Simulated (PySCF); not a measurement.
Polarisability and C₆ of Cs⁻ (caesium, charge -1)

[Xe] 6s2, closed-shell 1S. Computed with PySCF 2.14 in def2-TZVPPD with the def2 core potential (46 electrons), with scalar relativity through the core potential. Coupled (time-dependent) response in atomic units; α is the mean over directions.

| method | mean α (bohr³) | C₆ (like pair) | S(−4) |
| --- | --- | --- | --- |
| UHF | 1340 | 54650 | 838600 |

S(−4) is the Cauchy moment in α(ω) = α(0) + S(−4) ω² + …

α(iu) at UHF:

```tsv
u (hartree)	α(iu) (bohr³)
0	1340
0.0500	527.8
0.100	195.3
0.200	64.05
0.300	35.38
0.500	18.26
0.750	10.92
1.00	7.364
1.50	3.955
2.00	2.429
3.00	1.162
5.00	0.4363
```

A single London oscillator, α(iu) = α/(1 + u²/ω²), gives C₆ = (3/4) ω α². Matching the computed C₆ needs ω = 4 × 54650 / (3 × 1340²) = 0.0406 hartree.

For an ion, C₆ is the dispersion term alone; charge-induced terms of lower order in 1/R come first.

Energies and moments cover only the electrons outside the core potential. Spin-orbit coupling, which splits the p, d and f shells strongly at this Z, is absent. The outer electron is barely bound at this level, so radii and moments hang on the diffuse functions.
